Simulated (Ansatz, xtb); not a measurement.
# Relative energy of two isomers of BGeH9Si2

Structure a is `[BH2][GeH2][SiH2][SiH3]`, a singlet and structure b is `B[SiH2][GeH2][SiH3]`, a singlet. Both are isolated molecules in the gas phase, relaxed with B3LYP/def2-SVP; each stands in its lowest conformer found.

a (Å):

| atom | x (Å) | y (Å) | z (Å) |
| --- | --- | --- | --- |
| B | 3.2675 | -0.0030 | -1.8835 |
| Ge | 2.7410 | -0.4892 | 0.0405 |
| Si | 0.3588 | -0.0785 | 0.2214 |
| Si | -0.4410 | -0.6112 | 2.3743 |
| H | 3.5751 | 1.1272 | -2.1667 |
| H | 3.1939 | -0.8237 | -2.7628 |
| H | 3.4268 | 0.3740 | 1.1254 |
| H | 2.9669 | -1.9756 | 0.4039 |
| H | 0.0819 | 1.3607 | -0.0765 |
| H | -0.3629 | -0.8994 | -0.7995 |
| H | -1.9087 | -0.3517 | 2.4764 |
| H | -0.1872 | -2.0532 | 2.6658 |
| H | 0.2648 | 0.2162 | 3.3972 |

b (Å):

```xyz
13

B     3.4267    0.1644   -1.5952
Ge    0.4619    0.0750    0.2046
Si    2.7838   -0.6292    0.1192
Si   -0.6412   -0.7925    2.1561
H     3.8516    1.2927   -1.6330
H     3.3011   -0.4312   -2.6366
H     2.7846   -2.1227    0.1749
H     3.4367   -0.1025    1.3560
H    -0.2793   -0.4082   -1.0654
H     0.3876    1.6210    0.2094
H    -2.0644   -0.3433    2.2011
H    -0.6044   -2.2841    2.1315
H     0.0575   -0.3122    3.3841
```

Quicker runs give these differences E(b) − E(a): GFN2-xTB −30.52 kJ/mol; HF/STO-3G +2.34 kJ/mol (at GFN2-xTB geometries); r2SCAN-D4/def2-SVP −7.63 kJ/mol (at GFN2-xTB geometries).

Task: Which of the two would you expect CCSD(T)/def2-SVP + ΔMP2/def2-TZVPP electronic energies to favour?

Result: Structure b; the calculation gives E(b) − E(a) = −6.04 kJ/mol.

The same difference at several levels:

```csv
level,geometry,E(b) − E(a) (kJ/mol),departure from the last row (kJ/mol),"job, with rough time for the two"
GFN2-xTB,GFN2-xTB,−30.52,−24.48,"optimisation, 0.31 s"
HF/STO-3G,GFN2-xTB,+2.34,+8.38,"single point, 0.44 s"
r2SCAN-D4/def2-SVP,GFN2-xTB,−7.63,−1.59,"single point, 2.6 s"
B3LYP/def2-SVP,B3LYP/def2-SVP,−9.07,−3.02,"optimisation, 59 s"
HF/def2-SVP,B3LYP/def2-SVP,−6.85,−0.81,part of the CCSD(T) run
MP2/def2-SVP,B3LYP/def2-SVP,−7.76,−1.72,part of the CCSD(T) run
CCSD(T)/def2-SVP,B3LYP/def2-SVP,−7.77,−1.73,single point
CCSD(T)/def2-SVP + ΔMP2/def2-TZVPP,B3LYP/def2-SVP,−6.04,,"single point, 30 s"
```

As drawn, b has 1 B–Si, 1 Ge–Si in place of 1 B–Ge, 1 Si–Si.

HF/STO-3G puts the two in the other order. The largest departure from CCSD(T)/def2-SVP + ΔMP2/def2-TZVPP is that of GFN2-xTB, 24.48 kJ/mol. The last row adds to CCSD(T) the change of the MP2 difference between the two basis sets, here +1.73 kJ/mol.

With thermal terms from frequencies at re-optimised GFN2-xTB minima (ideal gas, soft modes damped towards free rotors, one conformer each, 298.15 K, 1 atm): the zero-point term adds −1.31 kJ/mol; ΔH is −7.14 and ΔG −7.97 kJ/mol.

The correlated steps freeze 20 core orbitals; the filled d shell of Ge is correlated, in a basis made for valence electrons. Run with Ansatz 0.2.0, xtb 6.7.1; the last row on 2 threads of Intel(R) Xeon(R) 6975P-C (Granite Rapids) on a shared host.
